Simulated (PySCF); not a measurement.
Some computed properties have been withheld. Give your best values.

H4O4Si.
InChI=1S/H4O4Si/c1-5(2,3)4/h1-4H

Conformer (atom-mapped SMILES and torsion angles): `[OH:1][Si:2]([OH:3])([OH:4])[OH:5]`: H–O1–Si2–O3 166°, H–O3–Si2–O1 -43°, H–O4–Si2–O1 -167°, H–O5–Si2–O1 -75°.

```json
{"property": "point group of the GFN2-xTB geometry", "level": "GFN2-xTB", "value": "?"}
{"property": "rotational constants A, B, C of the GFN2-xTB geometry", "level": "GFN2-xTB", "value": "4.141, 4.137, 3.771 GHz"}
{"property": "dipole moment", "level": "PBE0/pcSseg-1", "value": "?"}
{"property": "HOMO energy", "level": "PBE0/pcSseg-1", "value": "?"}
{"property": "LUMO energy", "level": "PBE0/pcSseg-1", "value": "0.75 eV"}
{"property": "1H chemical shifts (computed TMS as zero) by class", "level": "GIAO PBE0/pcSseg-1", "value": "?"}
{"property": "isotropic shieldings of nuclei other than C and H, by class", "level": "GIAO PBE0/pcSseg-1", "value": "?"}
```

The electronic properties come from PySCF, for the isolated species, density fitting.

Task: Give the isotropic shieldings of nuclei other than C and H, by class.

Result: 294 (4 O), 422 (1 Si) ppm.

Task: What is the point group of the GFN2-xTB geometry?

Result: S4.

Task: What are the 1H chemical shifts (computed TMS as zero) by class?

Result: 1.87 (4 H) ppm.

Task: What is the dipole moment?

Result: 0.00 D by symmetry (numerical residue 0.02 D).

Task: The HOMO energy?

Result: -9.04 eV.

The rotational constants are those of an oblate symmetric top; the small spread among constants that symmetry makes equal is optimisation noise. With B = h/(8π²I), that is 505.379 GHz u Å² over I, the principal moments of inertia are 122.1, 122.2 and 134.0 u Å² (most abundant isotopes). Point group S4 forbids a permanent dipole, so the rigid molecule has no electric-dipole pure rotational spectrum.

For the NMR shielding job (PBE0/pcSseg-1), on one thread of an Arm Neoverse N1, no GPU, on a shared host, this took 11 s of wall time.
